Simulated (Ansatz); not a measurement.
Consider the formal hydrolysis of a C–C bond: `CC(C)c1cccc(O)c1` + H₂O → `Oc1cccc(O)c1` + `CCC`.

Computed with Ansatz on PBE0-D4/def2-TZVP structures; ΔE is electronic, products minus reactants. CCSD(T)/CBS adds triple-zeta CCSD(T) − MP2 to the extrapolated MP2 energy (def2 sets, frozen cores). This one scheme is used for every species. Functionals use def2-TZVPP. Each species was taken in one conformer, which may not be the lowest.

| level | ΔE (kJ/mol) | difference from CCSD(T)/CBS |
| --- | --- | --- |
| BLYP-D4 | 21.4 | -18.6 |
| r2SCAN-D4 | 18.1 | -21.9 |
| B97M-V | 18.5 | -21.5 |
| r2SCAN0-D4 | 22.1 | -17.9 |
| BHLYP-D4 | 23.9 | -16.1 |
| CAM-B3LYP-D4 | 20.3 | -19.7 |
| ωB97X-V | 22.5 | -17.5 |
| PBE | 8.6 | -31.4 |
| BLYP | 0.9 | -39.1 |
| r2SCAN | 14.1 | -25.9 |
| r2SCANh | 15.6 | -24.4 |
| CAM-B3LYP | 9.9 | -30.1 |
| HF/def2-SVP | -2.6 | -42.6 |
| HF/def2-TZVPP | 6.5 | -33.5 |
| SCS-MP2/def2-QZVPP | 41.7 | 1.7 |
| HF/CBS(def2) | 7.3 | -32.7 |
| CCSD(T)/CBS | 40.0 | 0 |

Largest T1 diagnostic among the species: 0.012.

From PBE to PBE0 (25 % exact exchange), in def2-TZVPP and without D4, ΔE moves by +4.9 kJ/mol. Leaving LDA and LC-ωPBE aside and taking each functional with its dispersion term where it has one, the values, not all of them listed here, spread over 10.9 kJ/mol, from r2SCAN-D4 to PBE-QIDH. LDA lies +7.3 kJ/mol from PBE without D4.
